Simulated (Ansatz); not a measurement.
A search over several starts for the lowest SCF solution of GeMeF3 (CH3F3Ge) at the given spin, in a small basis.

```yaml
crystal:
  periodic: [false, false, false]
  atoms:
    - {symbol: C, position_ang: [0.002195, -0.003382, 1.084325]}
    - {symbol: F, position_ang: [1.596382, -0.017797, -1.530005]}
    - {symbol: F, position_ang: [-0.783156, 1.401237, -1.520942]}
    - {symbol: F, position_ang: [-0.822486, -1.369105, -1.529099]}
    - {symbol: Ge, position_ang: [-0.001691, 0.002687, -0.844187]}
    - {symbol: H, position_ang: [-1.040414, 0.054899, 1.448896]}
    - {symbol: H, position_ang: [0.576082, 0.869273, 1.448273]}
    - {symbol: H, position_ang: [0.473078, -0.937813, 1.442749]}
basis:
  gaussian: {orbitals: def2-SVP, initial_orbitals: start.molden}
hamiltonian: {xc: pbe0, dispersion: d4}
output: {orbitals: {seedname: orbitals}}
```

The file start.molden holds the orbitals of an earlier run on this structure, at another level or in another basis.

```sh
$ ansatz run in.yaml --threads 2 --pin off --events-out ev --progress --plain --max-ram 4352MiB
```

It prints (some lines left out):

```
Functional definition: PBE0
1000 factors; integrals over basis functions are off by at most 1.1e-3 eV
mean field evaluation 1: about -65622.1100 eV, gradient 1.6e2 eV
mean field evaluation 2: about -65664.4562 eV, gradient 7.1e1 eV
mean field evaluation 4: about -65726.9173 eV, gradient 1.7e1 eV
mean field evaluation 8: about -65727.6793 eV, gradient 8.3e-3 eV
mean field evaluation 16: about -65727.5843 eV, gradient 5.3e-1 eV
mean field -65727.67932309 eV, -2415.4476633024 hartree, gradient 2.0e-5 eV, S^2 0.000000; 1 other end points of the search recorded, 0 dependent functions left out
reference -65727.67934644 eV, -2415.4476641604 hartree; 34, 34 occupied and 69, 69 virtual orbitals, 1000 factors
Total energy: -65727.79540960 eV, -2415.4519294028 hartree
```

Hardware: 2 threads of Arm Neoverse V2 on a shared host. Wall time 2.2 s.
